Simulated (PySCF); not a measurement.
## Carbon: a sound run and one with changed settings

Sound run: C⁺ [He] 2s2 2p1, C²⁺ [He] 2s2. Calculation: PySCF 2.14, in aug-cc-pVDZ; the non-relativistic Hamiltonian (point nucleus). The sound run starts from symmetry-adapted Hartree-Fock orbitals and uses a fine grid where one is needed.

A second run was set up differently.

```json
{"species": "C⁺", "method": "UHF", "sound run (hartree)": "-37.29025", "changed run (hartree)": "-37.29025", "converged": "yes"}
{"species": "C⁺", "method": "TPSS", "sound run (hartree)": "-37.43841", "changed run (hartree)": "-37.43864", "converged": "yes"}
{"species": "C⁺", "method": "B3LYP", "sound run (hartree)": "-37.42906", "changed run (hartree)": "-37.42881", "converged": "yes"}
{"species": "C²⁺", "method": "UHF", "sound run (hartree)": "-36.40165", "changed run (hartree)": "-36.40165", "converged": "yes"}
{"species": "C²⁺", "method": "TPSS", "sound run (hartree)": "-36.51850", "changed run (hartree)": "-36.51850", "converged": "yes"}
{"species": "C²⁺", "method": "B3LYP", "sound run (hartree)": "-36.50733", "changed run (hartree)": "-36.50733", "converged": "yes"}
```

Ionisation energy of C⁺:

```csv
method,sound run (eV),changed run (eV)
UHF,24.180,24.180
TPSS,25.032,25.038
B3LYP,25.082,25.075
```

Question: What was changed?
A. angular grid far too coarse
B. minimal basis
C. all electrons correlated in a valence basis
D. basis contracted for another Hamiltonian

Answer: A. It used 26 angular points. A coarse angular grid integrates products of high-l functions wrongly, so density functionals can shift, and the SCF can exploit the error; Hartree-Fock and MP2 need no grid.
